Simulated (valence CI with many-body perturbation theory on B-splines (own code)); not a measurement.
Results of a calculation; reference values are marked as such.
# Hyperfine factors and g values of Pr¹⁹⁺

Level of theory: valence CI with perturbative core correlation (CI+MBPT): four valence electrons over a frozen Dirac-Fock core [Kr], radial functions for each j: 7 s, 7 p, 8 d, 6 f, 4 g, 1 h, with the one-electron correlation potential Σ1 (screened to all orders), the two-electron term Σ2, the three-electron term Σ3, Breit, model QED; selected single and double excitations, second order for the rest, scaled by the run's own slope (own B-spline code, finite nucleus).

No measured levels were compared; by estimate terms of the open shell hold to 2 to 4 % of their energy, and close levels can change places. The list stops below the first excitations out of the core.

A/g_I is the dipole constant over the nuclear g factor μ/I (μ in nuclear magnetons, uniformly magnetised nucleus), B/Q the quadrupole constant per barn. Both hold the static response of the core; the bare values leave it out. Large factors of s and p1/2 electrons are usually good to 5 to 10 %; those of open d and f shells near neutrality can be off by tens of per cent, and small factors of p3/2, d and f electrons come from cancelling terms and can be off by a factor of two or in sign, in half-filled shells by more. B is blank for J = 1/2, where it vanishes, and for nearly pure S terms. Energies count from the lowest level. Levels with J = 0 are left out.

Levels are named by their leading jj configuration (3d3/2^4 stands for four electrons in 3d with j = 3/2), which in mixed levels can hold well under half, so a name can repeat and another be missing. Letters in brackets count levels of one name in rising energy.

```tsv
Level	E (eV)	g	A/g_I (MHz)	A/g_I bare	B/Q (MHz/b)	B/Q bare
(4d3/2^3 4d5/2) J=1	2.469	1.498	-602	-40.6	2110	2000
(4d3/2^2 4d5/2^2) J=2 [a]	4.199	1.442	1360	1840	2070	1960
(4d3/2^3 4d5/2) J=3	5.291	1.393	2690	3100	-361	-358
(4d3/2^3 4d5/2) J=4	5.556	1.248	4160	4370	-2660	-2560
(4d3/2^2 4d5/2^2) J=4 [a]	8.239	1.084	4320	4320	-384	-382
(4d3/2^2 4d5/2^2) J=3 [a]	9.285	0.940	4950	4760	1240	1180
(4d3/2^2 4d5/2^2) J=2 [b]	9.553	0.914	4260	4050	3360	3200
(4d3/2^2 4d5/2^2) J=5	10.014	1.077	4630	4620	4550	4310
(4d3/2^2 4d5/2^2) J=1	10.396	1.296	3900	4170	-171	-176
(4d3/2^2 4d5/2^2) J=6	10.790	1.106	4760	4790	4910	4660
(4d3/2^2 4d5/2^2) J=4 [b]	11.694	1.027	5310	5230	-2500	-2360
(4d3/2^2 4d5/2^2) J=2 [c]	11.992	1.174	4010	4120	949	894
(4d3/2^2 4d5/2^2) J=3 [b]	12.222	1.175	4610	4730	1970	1870
(4d3/2 4d5/2^3) J=4 [a]	13.020	1.173	3450	3570	874	832
(4d3/2 4d5/2^3) J=3 [a]	14.138	1.092	3340	3360	423	412
(4d3/2^2 4d5/2^2) J=2 [d]	14.597	1.096	5880	5890	698	653
(4d3/2 4d5/2^3) J=5	15.038	1.153	3910	4000	-3000	-2850
(4d3/2 4d5/2^3) J=1 [a]	15.368	0.729	6250	5790	1840	1740
(4d3/2 4d5/2^3) J=6	15.559	1.057	4670	4630	6430	6130
(4d3/2^2 4d5/2^2) J=4 [c]	16.590	1.113	3820	3860	4750	4510
(4d3/2^2 4d5/2^2) J=2 [e]	17.049	1.291	3370	3640	-338	-321
(4d3/2 4d5/2^3) J=3 [b]	17.959	1.074	4440	4430	3890	3710
(4d3/2^2 4d5/2^2) J=2 [f]	18.513	1.065	4840	4810	3180	3030
(4d5/2^4) J=4	20.834	1.112	3660	3700	-1070	-1010
(4d3/2 4d5/2^3) J=3 [c]	21.002	1.066	4920	4890	6530	6190
(4d3/2 4d5/2^3) J=1 [b]	21.170	1.473	397	920	-2520	-2380
(4d5/2^4) J=2	21.332	1.007	5070	4970	1710	1630
(4d3/2 4d5/2^3) J=4 [b]	22.174	1.082	4730	4720	2460	2350
(4d3/2 4d5/2^3) J=2	26.152	1.000	4460	4350	-5450	-5170
```

(1) Take the isotope of mass number 141, with I = 5/2, μ = 4.266 μN and Q = -0.0589 b. What is the hyperfine structure of (4d3/2^2 4d5/2^2) J=3 [a]?

## Answers

(1) From the table A = 8440 MHz, B = -73.1 MHz. Shifts from the centre of gravity in MHz: F = 1/2: -84400, F = 3/2: -71800, F = 5/2: -50600, F = 7/2: -21100, F = 9/2: 16900, F = 11/2: 63300.
